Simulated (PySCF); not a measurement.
BiCl3, optimised at GFN2-xTB:

```xyz
4

Bi    -0.3285     0.1161     0.1743
Cl     0.1551     0.8041    -2.1510
Cl     0.1422    -2.2747    -0.2465
Cl     1.9559     0.6070     0.9834
```

Method: PySCF energies (xtb for GFN2) plus ideal-gas RRHO corrections (1 bar). All species are closed-shell singlets. Bi: scalar-relativistic def2 core potential, no spin-orbit coupling.

Task: List the harmonic frequencies (cm⁻¹, unscaled) at this level and at the other levels, each on its own geometry.

Result: 
- GFN2-xTB: 85, 85, 99, 280, 280, 309
- PBE/def2-SVP: 93, 93, 106, 321, 321, 333
- PBE0/def2-TZVP: 102, 103, 118, 329, 329, 353
